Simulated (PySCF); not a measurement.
## Finite-field polarisability of Ne (neon, neutral)

[Ne], closed-shell 1S. All numbers are calculated (PySCF 2.14, no relativity, point nucleus, in def2-TZVPPD). Frozen: 1s2. Energy changes in a uniform field (μhartree):

```
axis  F (au)        HF       MP2      CCSD   CCSD(T)
   x  0.0092   -99.766  -112.890  -110.204  -111.933
   x  0.0184  -399.212  -451.779  -441.025  -447.953
```

(1) Derive α along x at CCSD(T) from the two fields.

(2) And the mean polarisability at each level?

Answers

(1) With ΔE = −αF²/2 − γF⁴/24, α = −(16 ΔE(F) − ΔE(2F))/(6F²) = 2.644 bohr³.

(2) HF 2.357, MP2 2.667, CCSD 2.604, CCSD(T) 2.644 bohr³. Reference: 2.661 bohr³ (recommended; Schwerdtfeger and Nagle, table of static dipole polarizabilities (2023 update)).
